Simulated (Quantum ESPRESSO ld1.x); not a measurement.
Question: Ti2+, 20 electrons, occupied as [Ne] 3s2 3p5.5 3d2.5 (fractional occupations, a model configuration). Method: Dirac Kohn-Sham, OLYP, spin-unpolarised, spherical densities, point nucleus; open shells fill j = l - 1/2 first; computed with ld1.x of Quantum ESPRESSO 7.5. Some entries of the table are withheld. Estimate them.

orbital  occ.  eigenvalue (eV)  r(max) (bohr)  <1/r> (bohr^-1)
1s1/2       2         -4886.37          0.045            21.80
2s1/2       2              (1)          0.269            4.567
2p1/2       2         -466.572          0.218            4.497
2p3/2       4         -460.785          0.220            4.440
3s1/2       2         -79.5929          0.870            1.400
3p1/2       2         -56.1239          0.898            1.278
3p3/2     3.5         -55.4630          0.906            1.266
3d3/2     2.5              (2)          0.966           0.9381
3d5/2       0              (3)          0.966           0.9356
4s1/2       0         -17.2454           2.67           0.4350
4p1/2       0         -13.0090           3.13           0.3685
4p3/2       0         -12.9482           3.13           0.3667

Answer: 
(1) 2s1/2 eigenvalue (eV): -555.221
(2) 3d3/2 eigenvalue (eV): -20.2682
(3) 3d5/2 eigenvalue (eV): -20.2148
